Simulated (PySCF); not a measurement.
Sm⁵⁷⁺ (samarium, charge +57) across methods

[He] 2s2 2p1, 2P determinant. Computed with PySCF 2.14 in an uncontracted even-tempered set (17 s from 32 bohr⁻², ratio 2.2; 10 p from 41 bohr⁻², ratio 2.2; 5 d from 160 bohr⁻², ratio 2.4; 5 f from 230 bohr⁻², ratio 2.4; 4 g from 350 bohr⁻², ratio 2.4), with the non-relativistic Hamiltonian (point nucleus).

```json
{"method": "r2SCAN", "E (hartree)": "-5142.44", "mean ε 2s α (eV)": "-11845.4", "mean ε 2s β (eV)": "-11814.7", "mean ε 2p α (eV)": "-11698.1", "Σ⟨r²⟩ (bohr²)": "0.03323", "⟨S²⟩": "0.750"}
{"method": "PBE0", "E (hartree)": "-5142.30", "mean ε 2s α (eV)": "-11863.6", "mean ε 2s β (eV)": "-11832.0", "mean ε 2p α (eV)": "-11716.0", "Σ⟨r²⟩ (bohr²)": "0.03323", "⟨S²⟩": "0.750"}
{"method": "LDA", "E (hartree)": "-5136.53", "mean ε 2s α (eV)": "-11827.6", "mean ε 2s β (eV)": "-11800.0", "mean ε 2p α (eV)": "-11672.5", "Σ⟨r²⟩ (bohr²)": "0.03326", "⟨S²⟩": "0.750"}
{"method": "TPSSh", "E (hartree)": "-5142.98", "mean ε 2s α (eV)": "-11851.5", "mean ε 2s β (eV)": "-11822.3", "mean ε 2p α (eV)": "-11703.1", "Σ⟨r²⟩ (bohr²)": "0.03322", "⟨S²⟩": "0.750"}
{"method": "UHF", "E (hartree)": "-5142.47870", "mean ε 2s α (eV)": "-11947.0", "mean ε 2s β (eV)": "-11898.3", "mean ε 2p α (eV)": "-11812.7", "Σ⟨r²⟩ (bohr²)": "0.03323", "⟨S²⟩": "0.750"}
{"method": "BHandHLYP", "E (hartree)": "-5142.69", "mean ε 2s α (eV)": "-11892.6", "mean ε 2s β (eV)": "-11854.8", "mean ε 2p α (eV)": "-11749.9", "Σ⟨r²⟩ (bohr²)": "0.03323", "⟨S²⟩": "0.750"}
```

(1) Estimate the same row for PBE.

A non-relativistic calculation at this Z misses sizeable relativistic shifts. Spin-orbit coupling, absent here, splits the open shell strongly.

Answers

(1) E (hartree) = -5142.19; mean ε 2s α (eV) = -11835.4; mean ε 2s β (eV) = -11809.4; mean ε 2p α (eV) = -11683.6; Σ⟨r²⟩ (bohr²) = 0.03323; ⟨S²⟩ = 0.750.
